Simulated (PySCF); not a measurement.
C₂H₆BFO, SMILES FB(C)OC. Coordinates come from a r2SCAN-D4/def2-SVP optimisation. Other conformers were not sampled.

Give the equilibrium geometry at r2SCAN-D4/def2-SVP (PySCF confirms it by a frequency run) as bond lengths and angles. (The exact figures need the calculation; the answer reports its results.)

Several could match; the one computed here: 
Atoms: B1 F2 C3 H4 H5 H6 O7 C8 H9 H10 H11. Bond lengths (Å): B1–F2 1.337, B1–C3 1.570, B1–O7 1.354, C3–H4 1.102, C3–H5 1.099, C3–H6 1.105, O7–C8 1.411, C8–H9 1.104, C8–H10 1.099, C8–H11 1.104. Bond angles (°): F2–B1–C3 120.3, F2–B1–O7 114.8, C3–B1–O7 124.9, B1–C3–H4 112.1, B1–C3–H5 112.1, B1–C3–H6 110.0, H4–C3–H5 108.7, H4–C3–H6 106.0, H5–C3–H6 107.6, B1–O7–C8 122.2, O7–C8–H9 111.4, O7–C8–H10 108.2, O7–C8–H11 111.9, H9–C8–H10 108.3, H9–C8–H11 108.4, H10–C8–H11 108.5.
